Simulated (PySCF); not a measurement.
Coordinates in bohr (charge 0 multiplicity 2):
```
As    0.0000    0.0000    0.0438
H     3.1200    0.0000    0.2278
H     0.0000    2.1304   -1.8573
H    -3.1200    0.0000    0.2278
H     0.0000   -2.1304   -1.8573
```

All numbers come from UPBE0/[As def2-TZVP, H def2-TZVP], no relativity, density fitting, PySCF.

This geometry of AsH4 is a stationary point at this level.

(1) What is the point group?

(2) Is it a minimum?

(3) List the harmonic modes with their infrared intensities.

(4) What is the atomisation energy, with and without zero-point energy?

## Answers

(1) C2v.

(2) Yes: all harmonic wavenumbers are real.

(3) 
| symmetry | ω (cm⁻¹) | IR (km/mol) | type |
| --- | --- | --- | --- |
| b1 | 637 | 17.4 | bend |
| a1 | 724 | 19.9 | bend |
| a1 | 921 | 2.9 | bend |
| b2 | 937 | 176 | bend |
| a2 | 1010 | 0.0 | bend |
| b2 | 1127 | 325 | stretch |
| a1 | 1654 | 3.0 | stretch |
| a1 | 2268 | 41.6 | stretch |
| b1 | 2281 | 62.7 | stretch |

(4) 925 kJ/mol without, 856 kJ/mol with.

Other isomers or separated fragments may lie lower.
